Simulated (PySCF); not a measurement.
**Electron affinity of Ge by level of theory**

Ge⁻ [Ar] 3d10 4s2 4p3 (4S) → Ge [Ar] 3d10 4s2 4p2 (3P), as a difference of total energies. Calculation: PySCF 2.14, in dyall-av2z; no relativity, point nucleus. Correlated levels: valence: [Ar] 3d10 frozen; virtual orbitals above 40 to 60 times the deepest correlated orbital energy dropped. The calculations carry no spin-orbit coupling.

```json
{"method": "UHF", "electron affinity (eV)": "0.893"}
{"method": "LDA", "electron affinity (eV)": "1.574"}
{"method": "PBE", "electron affinity (eV)": "1.453"}
{"method": "PBE0", "electron affinity (eV)": "1.429"}
{"method": "r2SCAN", "electron affinity (eV)": "1.538"}
{"method": "BP86", "electron affinity (eV)": "1.538"}
{"method": "B2PLYP", "electron affinity (eV)": "1.229"}
{"method": "PBEsol", "electron affinity (eV)": "1.469"}
{"method": "LC-wPBE", "electron affinity (eV)": "1.382"}
{"method": "MP2 (valence)", "electron affinity (eV)": "1.284"}
{"method": "SCS-MP2 (valence)", "electron affinity (eV)": "1.133"}
```

Task: How much does correlation contribute at MP2 (valence)?

Result: 1.284 − (0.893) = 0.391 eV, measured against UHF.

A first-order spin-orbit estimate (lowest level to lowest level, LS coupling) adds -0.094 eV.

These non-relativistic numbers lack the scalar-relativistic shift.

Errors of the correlated levels include the incompleteness of this basis and the frozen core.

In the anion the highest occupied orbital energy is positive at LDA, PBE, PBE0, r2SCAN, BP86, PBEsol, a self-interaction effect; the basis confines that electron, and the energy difference can still be sensible.

For comparison: 1.233 eV (measured; photodetachment measurements, as compiled on the Wikipedia data page of electron affinities).
